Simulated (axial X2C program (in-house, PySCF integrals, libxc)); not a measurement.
**Spin–orbit effects along a row: molecules with F (ions), MP2**

Calculated with an axial X2C code built on PySCF integrals, spin-free (one-electron X2C) or two-component (2c: spin–orbit coupling with atomic mean-field Coulomb and Gaunt terms, which also bring small scalar terms), in Dyall basis sets with cores contracted in-house; open shells are unrestricted.

Basis sets: F dyall-av3z, Ru dyall-cv3z, Sn dyall-cv3z, Sr dyall-cv3z, Tc dyall-cv3z, Y dyall-cv3z. Frozen shells (counts by l): SrF⁺ Sr 4s3p1d, F 1s, 8 electrons correlated; YF⁺ Y 4s3p1d, F 1s, 9 electrons correlated; TcF⁺ Tc 4s3p1d, F 1s, 13 electrons correlated; RuF⁺ Ru 4s3p1d, F 1s, 14 electrons correlated; SnF⁺ Sn 4s3p2d, F 1s, 10 electrons correlated. Where the outer core of a metal is frozen, bonds come out longer and ionisation energies lower. Frozen cores can differ along the series, which adds to the trend.

```json
{"molecule": "SrF⁺", "spin-free state": "M_S = 0, Λ = 0", "Re (Å)": "2.042", "ωe (cm⁻¹)": "555.0", "De (eV)": "6.12", "2c state": "Ω = 0", "Re 2c (Å)": "2.042", "ωe 2c (cm⁻¹)": "555.0", "De 2c (eV)": "6.11"}
{"molecule": "YF⁺", "spin-free state": "M_S = 1/2, Λ = 0", "Re (Å)": "1.904", "ωe (cm⁻¹)": "683.2", "De (eV)": "n/a", "2c state": "Ω = 1/2", "Re 2c (Å)": "1.904", "ωe 2c (cm⁻¹)": "683.1", "De 2c (eV)": "n/a"}
{"molecule": "TcF⁺", "spin-free state": "M_S = 5/2, Λ = 0", "Re (Å)": "1.866", "ωe (cm⁻¹)": "660.5", "De (eV)": "4.13", "2c state": "Ω = 5/2", "Re 2c (Å)": "1.866", "ωe 2c (cm⁻¹)": "660.4", "De 2c (eV)": "4.13"}
{"molecule": "RuF⁺", "spin-free state": "M_S = 2, Λ = 2", "Re (Å)": "1.828", "ωe (cm⁻¹)": "708.2", "De (eV)": "3.47", "2c state": "Ω = 4", "Re 2c (Å)": "1.828", "ωe 2c (cm⁻¹)": "708.3", "De 2c (eV)": "n/a"}
{"molecule": "SnF⁺", "spin-free state": "M_S = 0, Λ = 0", "Re (Å)": "1.886", "ωe (cm⁻¹)": "688.0", "De (eV)": "5.50", "2c state": "Ω = 0", "Re 2c (Å)": "1.886", "ωe 2c (cm⁻¹)": "687.7", "De 2c (eV)": "5.18"}
```

(1) Work out the shifts from the spin-free to the two-component result.

Fragments in 2c: Sr+ + F, Y+ + F, Tc+ + F, Ru+ + F, Sn+ + F. Each entry is the lowest single determinant of a limited PBE0 search at one distance. De goes to single-determinant-based atoms at the same level (for ions the charge split of lowest energy) and is withheld (n/a) where an atom does not fit its ground term or J level. Main or longest-lived isotopes. One determinant is a doubtful description, or other states lie close, for TcF⁺, RuF⁺; these need not be ground states, and all values refer to the states named. Some open-shell Ω = 0 determinants are out of reach, so the Ω given for RuF⁺ need not be the lowest component. With several unpaired electrons the Ω given is that of one determinant, not necessarily of the lowest component.

Answers

(1) 

```csv
molecule,2c state,ΔRe (Å),Δωe (cm⁻¹),ΔDe (eV)
SrF⁺,Ω = 0,0.000,0.0,-0.01
YF⁺,Ω = 1/2,0.000,-0.1,n/a
TcF⁺,Ω = 5/2,0.000,-0.1,0.00
RuF⁺,Ω = 4,0.000,0.1,n/a
SnF⁺,Ω = 0,0.000,-0.3,-0.32
```

Shifts of one unit in the last digit are rounding.
